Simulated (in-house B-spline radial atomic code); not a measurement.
Inner levels of iridium as electrons are removed. A shift is the extra binding of the orbital against the neutral atom ([Xe] 4f14 5d7 6s2). Computed with an all-electron radial atomic-structure program (B-spline basis): non-relativistic Hartree-Fock, average of the configuration, point nuclei.

This level leaves out relativity, spin-orbit splitting included, which matters for heavy ions.

```json
{"ion": "Ir", "configuration": "[Xe] 4f14 5d7 6s2", "shift of 5s (eV)": "0", "shift of 3s (eV)": "0", "shift of 2s (eV)": "0", "radius of 5s (bohr)": "1.088", "radius of 3s (bohr)": "0.20934", "radius of 2s (bohr)": "0.082881", "Σ<r²> (bohr²)": "72.612", "change of density at nucleus (bohr⁻³)": "-"}
{"ion": "Ir+", "configuration": "[Xe] 4f14 5d7 6s1", "shift of 5s (eV)": "?", "shift of 3s (eV)": "?", "shift of 2s (eV)": "?", "radius of 5s (bohr)": "?", "radius of 3s (bohr)": "?", "radius of 2s (bohr)": "?", "Σ<r²> (bohr²)": "?", "change of density at nucleus (bohr⁻³)": "?"}
{"ion": "Ir2+", "configuration": "[Xe] 4f14 5d7", "shift of 5s (eV)": "?", "shift of 3s (eV)": "?", "shift of 2s (eV)": "?", "radius of 5s (bohr)": "?", "radius of 3s (bohr)": "?", "radius of 2s (bohr)": "?", "Σ<r²> (bohr²)": "?", "change of density at nucleus (bohr⁻³)": "?"}
{"ion": "Ir3+", "configuration": "[Xe] 4f14 5d6", "shift of 5s (eV)": "29.954", "shift of 3s (eV)": "30.712", "shift of 2s (eV)": "30.783", "radius of 5s (bohr)": "1.0835", "radius of 3s (bohr)": "0.20934", "radius of 2s (bohr)": "0.082881", "Σ<r²> (bohr²)": "37.746", "change of density at nucleus (bohr⁻³)": "-18.539"}
{"ion": "Ir4+", "configuration": "[Xe] 4f14 5d5", "shift of 5s (eV)": "45.015", "shift of 3s (eV)": "46.715", "shift of 2s (eV)": "46.893", "radius of 5s (bohr)": "1.0762", "radius of 3s (bohr)": "0.20934", "radius of 2s (bohr)": "0.082881", "Σ<r²> (bohr²)": "33.796", "change of density at nucleus (bohr⁻³)": "-13.222"}
{"ion": "Ir5+", "configuration": "[Xe] 4f14 5d4", "shift of 5s (eV)": "60.963", "shift of 3s (eV)": "63.906", "shift of 2s (eV)": "64.24", "radius of 5s (bohr)": "1.0682", "radius of 3s (bohr)": "0.20933", "radius of 2s (bohr)": "0.082881", "Σ<r²> (bohr²)": "30.415", "change of density at nucleus (bohr⁻³)": "-6.9"}
{"ion": "Ir6+", "configuration": "[Xe] 4f14 5d3", "shift of 5s (eV)": "77.684", "shift of 3s (eV)": "82.176", "shift of 2s (eV)": "82.717", "radius of 5s (bohr)": "1.0597", "radius of 3s (bohr)": "0.20933", "radius of 2s (bohr)": "0.08288", "Σ<r²> (bohr²)": "27.448", "change of density at nucleus (bohr⁻³)": "0.41"}
{"ion": "Ir7+", "configuration": "[Xe] 4f14 5d2", "shift of 5s (eV)": "95.098", "shift of 3s (eV)": "101.45", "shift of 2s (eV)": "102.25", "radius of 5s (bohr)": "1.0509", "radius of 3s (bohr)": "0.20932", "radius of 2s (bohr)": "0.08288", "Σ<r²> (bohr²)": "24.799", "change of density at nucleus (bohr⁻³)": "8.605"}
{"ion": "Ir8+", "configuration": "[Xe] 4f14 5d1", "shift of 5s (eV)": "113.14", "shift of 3s (eV)": "121.65", "shift of 2s (eV)": "122.78", "radius of 5s (bohr)": "1.0419", "radius of 3s (bohr)": "0.20931", "radius of 2s (bohr)": "0.082879", "Σ<r²> (bohr²)": "22.404", "change of density at nucleus (bohr⁻³)": "17.656"}
{"ion": "Ir9+", "configuration": "[Xe] 4f14", "shift of 5s (eV)": "131.77", "shift of 3s (eV)": "142.75", "shift of 2s (eV)": "144.26", "radius of 5s (bohr)": "1.0327", "radius of 3s (bohr)": "0.2093", "radius of 2s (bohr)": "0.082878", "Σ<r²> (bohr²)": "20.217", "change of density at nucleus (bohr⁻³)": "27.53"}
{"ion": "Ir10+", "configuration": "[Kr] 4d10 4f14 5s2 5p5", "shift of 5s (eV)": "150.86", "shift of 3s (eV)": "166.96", "shift of 2s (eV)": "169.03", "radius of 5s (bohr)": "1.022", "radius of 3s (bohr)": "0.20929", "radius of 2s (bohr)": "0.082877", "Σ<r²> (bohr²)": "18.577", "change of density at nucleus (bohr⁻³)": "41.353"}
{"ion": "Ir11+", "configuration": "[Kr] 4d10 4f14 5s2 5p4", "shift of 5s (eV)": "?", "shift of 3s (eV)": "?", "shift of 2s (eV)": "?", "radius of 5s (bohr)": "?", "radius of 3s (bohr)": "?", "radius of 2s (bohr)": "?", "Σ<r²> (bohr²)": "?", "change of density at nucleus (bohr⁻³)": "?"}
{"ion": "Ir12+", "configuration": "[Kr] 4d10 4f14 5s2 5p3", "shift of 5s (eV)": "190.16", "shift of 3s (eV)": "217.36", "shift of 2s (eV)": "220.73", "radius of 5s (bohr)": "1.0015", "radius of 3s (bohr)": "0.20927", "radius of 2s (bohr)": "0.082873", "Σ<r²> (bohr²)": "15.554", "change of density at nucleus (bohr⁻³)": "70.751"}
{"ion": "Ir13+", "configuration": "[Kr] 4d10 4f14 5s2 5p2", "shift of 5s (eV)": "210.35", "shift of 3s (eV)": "243.53", "shift of 2s (eV)": "247.64", "radius of 5s (bohr)": "0.99167", "radius of 3s (bohr)": "0.20925", "radius of 2s (bohr)": "0.082871", "Σ<r²> (bohr²)": "14.156", "change of density at nucleus (bohr⁻³)": "86.325"}
```

Problem. Fill in the row of Ir+.

Solution. shift of 5s (eV): 7.3848; shift of 3s (eV): 7.4101; shift of 2s (eV): 7.4107; radius of 5s (bohr): 1.0891; radius of 3s (bohr): 0.20934; radius of 2s (bohr): 0.082881; Σ<r²> (bohr²): 54.775; change of density at nucleus (bohr⁻³): -8.403.

Problem. Fill in the row of Ir2+.

Solution. shift of 5s (eV): 15.946; shift of 3s (eV): 16.057; shift of 2s (eV): 16.065; radius of 5s (bohr): 1.0899; radius of 3s (bohr): 0.20934; radius of 2s (bohr): 0.082882; Σ<r²> (bohr²): 42.535; change of density at nucleus (bohr⁻³): -22.714.

Problem. Fill in the row of Ir11+.

Solution. shift of 5s (eV): 170.33; shift of 3s (eV): 191.84; shift of 2s (eV): 194.53; radius of 5s (bohr): 1.0115; radius of 3s (bohr): 0.20928; radius of 2s (bohr): 0.082875; Σ<r²> (bohr²): 17.026; change of density at nucleus (bohr⁻³): 55.773.
